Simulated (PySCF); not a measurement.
SMILES c1c(cccc1)[SiH2]C(C)C (C9H14Si), singlet (GFN2-xTB optimised geometry):

```
24

C     -2.343    -3.849    -1.982
C     -1.565    -2.541    -1.870
C     -2.218    -1.464    -2.735
Si    -1.411    -1.977    -0.048
C     -0.442    -0.358     0.000
C     -1.093     0.872     0.002
C     -0.384     2.059     0.001
C      1.001     2.038    -0.001
C      1.667     0.824     0.000
C      0.950    -0.358     0.000
H     -3.359    -3.722    -1.613
H     -2.399    -4.179    -3.019
H     -1.868    -4.634    -1.398
H     -0.558    -2.718    -2.266
H     -3.231    -1.262    -2.394
H     -2.269    -1.783    -3.775
H     -1.651    -0.535    -2.690
H     -2.748    -1.762     0.522
H     -0.699    -3.004     0.723
H     -2.174     0.898     0.005
H     -0.909     3.004     0.002
H      1.558     2.964    -0.001
H      2.748     0.801     0.000
H      1.478    -1.302     0.002
```

Level of theory: B3LYP/def2-SVP run with PySCF 2.14.0.

### Question
What are the frontier orbital energies and the dipole moment?

### Answer
HOMO-2 -7.83 eV, HOMO-1 -7.07 eV, HOMO -6.92 eV, LUMO -0.54 eV, LUMO+1 -0.25 eV; dipole moment 0.70 D.

On the same geometry PBE/def2-SVP run with PySCF gives HOMO-2 -6.81 eV, HOMO-1 -6.32 eV, HOMO -6.14 eV, LUMO -1.29 eV, LUMO+1 -1.03 eV; dipole moment 0.75 D.

Meta-Löwdin charges at B3LYP/def2-SVP: C1 -0.28, C2 -0.25, C3 -0.28, Si4 0.63, C5 -0.22, C6 -0.09, C7 -0.10, C8 -0.10, C9 -0.10, C10 -0.09, H11 0.09, H12 0.09, H13 0.09, H14 0.09, H15 0.09, H16 0.09, H17 0.09, H18 -0.12, H19 -0.12, H20 0.10, H21 0.10, H22 0.10, H23 0.10, H24 0.09.
